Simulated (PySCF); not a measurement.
Geometries of 2 isomers of C3H5ClSe, from PBE0-D3(BJ)/def2-SVP geometry optimisation, gas phase in PySCF 2.14.0. One conformer each, no zero-point energy, no frequencies.

Question: Which isomer lies lower at this level?
A.
```xyz
10
angstrom
C     -2.198    0.159    0.954
C     -1.395    0.267   -0.107
Cl    -1.792    1.349   -1.410
Se     0.138   -0.831   -0.335
C      1.385    0.526   -0.943
H     -3.143    0.704    0.999
H     -1.919   -0.489    1.787
H      1.599    1.245   -0.142
H      0.973    1.036   -1.822
H      2.305   -0.005   -1.221
```
B.
```xyz
10
angstrom
C     -1.204   -0.413    0.246
C     -0.134    0.609    0.074
Se    -0.401    2.340    0.294
C      1.214    0.123   -0.368
Cl     1.810   -1.267    0.601
H     -0.898   -1.142    1.013
H     -2.159    0.045    0.525
H     -1.328   -0.988   -0.689
H      1.962    0.921   -0.306
H      1.148   -0.230   -1.411
```

Answer: B. That is `CC(=[Se])CCl`, 6.0 kcal/mol below the other.

| SMILES | atoms numbered as above | E (Eh) | relative (kcal/mol) | relative (kJ/mol) | dipole (D) |
| --- | --- | --- | --- | --- | --- |
| CC(=[Se])CCl | [CH3:1][C:2](=[Se:3])[CH2:4][Cl:5] | -2977.96517 | 0.0 | 0.0 | 1.59 |
| C=C(Cl)[Se]C | [CH2:1]=[C:2]([Cl:3])[Se:4][CH3:5] | -2977.95567 | 6.0 | 24.9 | 1.01 |

As drawn, the higher has a C=C bond outside aromatic rings, which the lower lacks.
